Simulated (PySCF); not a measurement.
# Polarisability and C₆ of Xe⁺ (xenon, charge +1)

[Kr] 4d10 5s2 5p5, 2P determinant. All numbers are calculated (PySCF 2.14, scalar relativity through the core potential, in aug-cc-pVTZ-PP with ECP28MDF (6s5p4d2f, 55 functions)). Coupled (time-dependent) response in atomic units; α is the mean over directions.

```csv
method,mean α (bohr³),"α xx, yy, zz",C₆ (like pair),S(−4)
UHF,17.84,"17.33, 18.09, 18.09",151.3,50.28
PBE,18.46,"17.66, 18.86, 18.86",157.4,56.31
PBE0,18.11,"17.42, 18.46, 18.46",153.9,53.09
r2SCAN0,17.89,"17.24, 18.21, 18.21",154.6,49.04
wB97M-V,18.12,"17.47, 18.44, 18.44",152.5,54.38
```

S(−4) is the Cauchy moment in α(ω) = α(0) + S(−4) ω² + …

Spin-orbit coupling is absent.

α(iu) at r2SCAN0:

```csv
u (hartree),α(iu) (bohr³)
0,17.89
0.0500,17.77
0.100,17.41
0.200,16.15
0.300,14.44
0.500,10.91
0.750,7.548
1.00,5.380
1.50,3.079
2.00,2.000
3.00,1.060
5.00,0.4571
```

A single London oscillator, α(iu) = α/(1 + u²/ω²), gives C₆ = (3/4) ω α². Matching the computed C₆ needs ω = 4 × 154.6 / (3 × 17.89²) = 0.644 hartree.

For an ion, C₆ is the dispersion term alone; charge-induced terms of lower order in 1/R come first.

The components differ because the open shell of this determinant is not spherical; for a pure term their mean is the scalar polarisability.

Energies and moments cover only the electrons outside the core potential.
